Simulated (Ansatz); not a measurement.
Computed with Ansatz on PBE0-D4/def2-TZVP structures; ΔE is electronic, products minus reactants. CCSD(T)/CBS is the MP2 limit (def2-TZVPP, def2-QZVPP) plus CCSD(T) − MP2 in def2-TZVPP, frozen cores. This one scheme is used for every species. DFT in def2-TZVPP. For Br outer-core shells are correlated without core-valence functions, which leaves a few kJ/mol of doubt a bond. Scalar relativity is left out up to krypton. Each species was taken in one conformer, which may not be the lowest.

Reaction (formal hydrolysis of a B–C bond): `COB(C)Br` + H₂O → `COB(O)Br` + CH₄

`COB(C)Br`:

```xyz
11

C     1.417    0.862    1.054
O     0.132    0.433    0.650
B    -0.188   -0.300   -0.419
C    -1.670   -0.677   -0.717
Br    1.196   -0.925   -1.656
H     1.572    0.547    2.087
H     2.199    0.444    0.419
H     1.450    1.952    1.007
H    -2.347   -0.295    0.049
H    -1.785   -1.762   -0.785
H    -1.976   -0.279   -1.689
```

H₂O:

Z-matrix (Å, degrees):
```
O
H 1 0.960
H 1 0.960 2 105.1
```

`COB(O)Br`:

```xyz
9

C    -1.383   -0.003   -0.492
O     0.000    0.123   -0.751
B     0.961    0.030    0.176
O     2.250    0.169   -0.202
Br    0.540   -0.303    2.059
H    -1.721    0.759    0.213
H    -1.616   -0.990   -0.085
H    -1.900    0.127   -1.442
H     2.869    0.088    0.525
```

CH₄:

Z-matrix (Å, degrees):
```
C
H 1 1.090
H 1 1.090 2 109.5
H 1 1.090 2 109.5 3 -120.0
H 1 1.090 2 109.5 3 120.0
```

```
   species  revPBE-D4 energy (Eh)
`COB(C)Br`            -2753.95962
       H₂O              -76.44108
`COB(O)Br`            -2789.92062
       CH₄              -40.52299
```

Q: Work out ΔE.

A: ΔE = (-2789.92062) + (-40.52299) − (-2753.95962) − (-76.44108) = -0.04291 Eh = -26.9 kcal/mol. CCSD(T)/CBS gives -26.9 kcal/mol.

Largest T1 diagnostic among the species: 0.011.

In def2-TZVPP, CCSD(T) changes the Hartree–Fock value by +3.7 kcal/mol (the triples alone add +0.3 kcal/mol) and MP2 by +3.8 kcal/mol. From BLYP to BHLYP (50 % exact exchange), in def2-TZVPP and without D4, ΔE moves by −0.9 kcal/mol.
